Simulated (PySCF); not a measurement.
C2H5Zn, neutral, multiplicity 2. Atoms are numbered in the order given.

```xyz
8

Zn    -0.0763     0.9341     0.0000
C      0.6843    -1.0283     0.0000
C     -0.3996    -2.0940     0.0000
H      1.3251    -1.0633    -0.8966
H      1.3251    -1.0633     0.8966
H     -1.0502    -2.0237     0.8875
H     -1.0502    -2.0237    -0.8875
H      0.0300    -3.1140     0.0000
```
Charge 0, spin multiplicity 2.

Geometry: B3LYP-D3(BJ)/def2-SVP. The spin state was assumed, not searched. The isomer is the one that the SMILES or the coordinates give; other isomers of the formula were not compared.

These are PySCF with C-PCM-B3LYP/def2-SVP values and carry that method's errors.

The values are the electrostatic part of the solvation free energy, E(continuum) − E(gas) at the gas-phase geometry, in a cavity of scaled van der Waals radii (PySCF's table); cavitation and dispersion terms are not included. A continuum can't describe solvent molecules that bind to the metal. The dipole moment in vacuum is 0.09 D.

```json
[
 {"solvent": "water", "ε": "78.36", "ΔG(elec) (kcal/mol)": "-3.5", "dipole (D)": "0.89"},
 {"solvent": "2-propanol", "ε": "19.26", "ΔG(elec) (kcal/mol)": "-3.3", "dipole (D)": "0.83"},
 {"solvent": "dimethylsulfoxide", "ε": "46.83", "ΔG(elec) (kcal/mol)": "-3.4", "dipole (D)": "0.87"}
]
```
